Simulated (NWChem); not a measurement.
System: PbClF, singlet; SMILES [Cl][Pb][F]

```xyz
3

Pb    -0.2348     0.3275     0.0000
F      1.7063     1.0021     0.0000
Cl     0.2293    -2.1102     0.0000
```
Atoms are numbered in this order, from 1.

Low-valent species are run as closed-shell singlets; no triplet was tried in these runs. All runs use the structure optimised with PBE0/def2-SVP. def2 effective core potentials on Pb; no spin-orbit coupling.

Symmetry labels are those of Cs in the frame above (b1 and b2, or b-type labels, depend on it).

List the 4 lowest vertical singlet excitations from PBE/def2-SVP with def2 effective core potentials on Pb, full TDDFT (NWChem).


```json
[
 {"state": "S1", "energy (eV)": "3.46", "oscillator strength": "0.002", "symmetry": "a\"", "leading excitation (squared amplitude)": "HOMO → LUMO (0.95)"},
 {"state": "S2", "energy (eV)": "3.84", "oscillator strength": "0.010", "symmetry": "a\"", "leading excitation (squared amplitude)": "HOMO−1 → LUMO (0.93)"},
 {"state": "S3", "energy (eV)": "4.15", "oscillator strength": "0.020", "symmetry": "a'", "leading excitation (squared amplitude)": "HOMO−2 → LUMO (0.93)"},
 {"state": "S4", "energy (eV)": "4.74", "oscillator strength": "0.011", "symmetry": "a\"", "leading excitation (squared amplitude)": "HOMO−3 → LUMO (0.98)"}
]
```
